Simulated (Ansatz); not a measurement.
A run for Ansatz (a quantum-chemistry and plane-wave program): R-B3LYP/def2-TZVPPD on H4N2OSi (a complex), monomers drawn apart or pushed together. Files ending in .json are basis or fitting sets from the Basis Set Exchange.

Ansatz 0.2 input:
```yaml
crystal:
  periodic: [false, false, false]
  atoms:
    - {symbol: N, position_ang: [0.50565064, 0.47640010, -1.19338060]}
    - {symbol: N, position_ang: [0.49268073, 0.56277065, -0.10672647]}
    - {symbol: O, position_ang: [0.35117939, 0.69567791, 3.41151438]}
    - {symbol: Si, position_ang: [-0.41186287, -0.59478225, 4.09953204]}
    - {symbol: H, position_ang: [0.42781061, 0.71989558, 2.45365400]}
    - {symbol: H, position_ang: [-1.81887317, -0.71141525, 3.63925206]}
    - {symbol: H, position_ang: [-0.38236135, -0.36104335, 5.55693662]}
    - {symbol: H, position_ang: [0.27486475, -1.87286952, 3.78332617]}
basis:
  gaussian:
    orbitals: def2-TZVPPD.json
hamiltonian:
  xc: {name: B3LYP}
scf: {lower_state_search: off}
```

It printed:

```
Functional definition: B3LYP
[...]
these checks for a lower state are left out or cut short: stability, starts, cluster_reference, orbital_swaps, neighbouring_geometries, increment
integrals: 0.13 GiB planned
1093 factors; their error is unknown
mean field: 1.14 GiB planned
mean field evaluation 1: about -12968.3239 eV, gradient 6.1e1 eV
mean field evaluation 2: about -12954.7543 eV, gradient 1.0e2 eV
mean field evaluation 4: about -12974.4326 eV, gradient 3.1e0 eV
mean field evaluation 8: about -12974.4737 eV, gradient 3.4e-1 eV
mean field evaluation 16: about -12974.4738 eV, gradient 2.2e-6 eV
mean field -12974.47379607 eV, -476.8031175915 hartree, gradient 3.0e-6 eV, S^2 0.000000; 0 other end points of the search recorded, 0 dependent functions left out
reference -12974.47408200 eV, -476.8031280989 hartree; 20, 20 occupied and 210, 210 virtual orbitals, 1093 factors
Total energy: -12974.47408200 eV, -476.8031280989 hartree
Checks for a lower state left out: stability, starts, cluster_reference, orbital_swaps, neighbouring_geometries, increment
```

The run converged.

Cost: around 2.0 core-seconds (rough).
